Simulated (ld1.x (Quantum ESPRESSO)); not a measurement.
## Before and after: TM semilocal potential for hydrogen (H)

H, norm-conserving Troullier–Martins (semilocal form), made with ld1.x (Quantum ESPRESSO) 7.5 (LDA (PZ), scalar-relativistic). Core none, reference 1s1. Waves: 1s (bound): rc 1.35 bohr; 2p channel at -0.05 Ry: rc 1.10 bohr. Local part: the p channel. Core correction: none.

All-electron outer shells of the reference configuration (LDA (PZ), scalar-relativistic, ld1.x):

```csv
shell,level (eV),outermost node (bohr),outermost maximum (bohr)
1s,-6.36,–,1.05
```

Change: wave 1s (bound): rc 1.35 bohr becomes 1s (bound): rc 1.42 bohr.

Cutoffs: the cutoffs (Ry, on a coarse ladder) from which the occupation-weighted sum of valence levels, in a spherical-Bessel basis at the reference potential, stays within 10 and 1 mRy of its value at 400 Ry; they do not see the model core or the augmentation charge, which bear on the density cutoff. Errors are all-electron minus pseudo energies relative to the spin-unpolarised reference configuration.

Problem. Predict the effect on cutoff, ghosts and configuration errors.

Solution. The potential gets neither clearly harder nor softer (18 Ry and 30 Ry → 18 Ry and 30 Ry); of the 3 tests that both files solve, the error grows in 2 and shrinks in 0 by more than 15 % and 0.3 meV (median size 2.2 → 2.5 meV); neither file shows a bound ghost. A semilocal file is local in each channel, so a ghost entry of none says nothing of the separable form that plane-wave codes build from it.

| quantity | base | changed |
| --- | --- | --- |
| cutoff, loose | 18 Ry | 18 Ry |
| cutoff, tight | 30 Ry | 30 Ry |
| bound ghosts | none | none |
| error for 1s0.5, meV [ΔE 4.64 eV] | +1.9 | +2.4 |
| error for 1s1 (spin-polarised), meV [ΔE -0.90 eV] | -6.1 | -7.4 |
| error for 1s0.5 (spin-polarised), meV [ΔE 4.26 eV] | -2.2 | -2.5 |
